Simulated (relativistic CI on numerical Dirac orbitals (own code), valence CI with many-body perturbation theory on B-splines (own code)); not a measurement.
Sb+: a short configuration list, a large CI and many-body theory against measured levels

Six calculations, all with the Dirac-Coulomb Hamiltonian. A to C use 18 configurations on KLI orbitals optimised for each, with Breit and QED terms: A ab initio, B with Slater integrals scaled by 0.85, C with the P86 correlation functional added as well. Their list is 5s2 5p2, 5s 5p3, 5s2 5p 6s, 5s2 5p 5d, 5s2 5p 6p, 5p4, 5s 5p2 5d, 5s2 5p 7s, 5s2 5p 6d, 5s2 5p 7p, 5s2 5p 4f, 5s2 5p 5f, 5s2 5p 7d, 5s2 5p 6f, 5s2 5d2, 5s 5d3, 5s2 4f2, 5s 4f2 5d. D to F correlate the 4 valence electrons outside the frozen Dirac-Fock core [Kr] 4d10 of the bare core ion, in 81 B-spline orbitals (427,976 selected states over all symmetries, the rest in second order). F holds the one-electron core-valence potential Σ₁, the screening Σ₂ of the valence interaction, a three-electron term, Breit and QED; D (none of these) and E (Σ₁ alone) are solved again in the space of F. The core's calculated polarisability is 1.68 bohr³.

Computed minus measured energy above the ground level, in cm⁻¹, for 10 of the 17 excited levels that pair with a measured one in all six and keep their character from D to F (pairs that miss by over 12,000 cm⁻¹ in F, or 15,000 in both A and B, are taken as false; terms as labelled in the source; one J of a term):

| Configuration | Term | J | Measured | A | B | C | D | E | F |
| --- | --- | --- | --- | --- | --- | --- | --- | --- | --- |
| 5s2 5p2 | 3P | 1 | 3055 | -303 | -140 | -139 | -362 | -11 | 5 |
| 5s2 5p2 | 1D | 2 | 12790 | 1364 | 439 | 461 | -721 | 209 | -60 |
| 5s2 5p2 | 1S | 0 | 23906 | 885 | -1182 | -1145 | -837 | 453 | -108 |
| 5s 5p3 | 5S° | 2 | 51723 | -7829 | -3856 | -3111 | -5919 | -2999 | -283 |
| 5s 5p3 | 3D° | 1 | 66292 | -1268 | -381 | 1054 | -5092 | -1395 | -283 |
| 5s2 5p 6s | 3P° | 0 | 69137 | 3440 | 1693 | 5318 | -2154 | 2426 | 147 |
| 5s 5p3 | 3P° | 0 | 76858 | 372 | -342 | 1329 | -5054 | -814 | -285 |
| 5s2 5p 5d | 3F° | 3 | 77727 | 3033 | 1738 | 4961 | -3692 | 1228 | -78 |
| 5s2 5p 6p | 3D | 1 | 83826 | 2172 | 474 | 4980 | -2621 | 2190 | -35 |
| 5s2 5p 6p | 1D | 2 | 93853 | 2777 | 529 | 5044 | -3078 | 2303 | -2 |

Mean absolute errors, in cm⁻¹:

| Levels | A | B | C | D | E | F |
| --- | --- | --- | --- | --- | --- | --- |
| all, 17 | 2179 | 936 | 2930 | 3076 | 1476 | 123 |
| 5s2 5p2, 4 | 678 | 465 | 460 | 605 | 178 | 45 |
| 5s 5p3, 5 | 2415 | 1086 | 1502 | 5281 | 1595 | 284 |
| 5s2 5p 6p, 4 | 2323 | 428 | 4941 | 2878 | 2244 | 26 |

Measured levels: NIST Handbook of Basic Atomic Spectroscopic Data (Sansonetti and Martin, J. Phys. Chem. Ref. Data 34, 1559 (2005)). The scale of B and the settings of D to F were settled with such spectra in view, so this is no blind test.

From closest to farthest the columns rank F (123), B (936), E (1476), A (2179), C (2930), D (3076); over all 27 levels that F pairs, its error is 122. Inside the ground configuration the errors are A 678, B 465, C 460, D 605, E 178, F 45. The configuration that the core terms move most is 5s 5p3: its mean error is -5281 in D, and Σ₁, Σ₂, the three-electron term, and Breit with QED change it by +3686, +1498, +18 and -204, to -284 in F. In A 5s2 5p 6s, 5s2 5p 5d, 5s2 5p 6p lie too high and 5s 5p3 too low on average. The largest residue of F is in 5s 5p3 (284). The run behind D to F took about 10 min of CPU with its rates, the short lists 3 s (one thread, shared hosts). The ionisation energy is 16.288 eV in D, 16.980 in E and 16.664 in F, against 16.63 ± 0.025 eV in NIST ASD (measured).
